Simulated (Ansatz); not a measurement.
Stepwise substitution at one centre (Ga Br-SH). Isolated molecules, 0 K electronic values unless said otherwise. One relaxed conformer stands for each flexible species; it need not be the lowest. Strings in code marks are SMILES.

Quantity: vertical ionisation energy (energy after one electron is removed minus that of the parent at the parent's geometry), in eV.

Case: `[SH][Ga]([SH])[SH]`. Geometry of `[SH][Ga]([SH])[SH]` (neutral, multiplicity 1, Å):

```xyz
7

S     -0.3901     2.2161     0.0648
Ga     0.3232     0.1243    -0.0162
S     -1.0138    -1.6349     0.1313
S      2.4963    -0.1918    -0.2588
H     -1.6814     1.8758     0.2138
H     -2.1385    -0.9088     0.2476
H      2.3907    -1.5320    -0.2526
```

Question: Give the vertical ionisation energy (energy after one electron is removed minus that of the parent at the parent's geometry) at the level frozen-core MP2/cc-pVTZ // B3LYP-D3(BJ)/def2-TZVP (Ansatz, a quantum-chemistry and plane-wave program).

Answer: 10.03 eV.
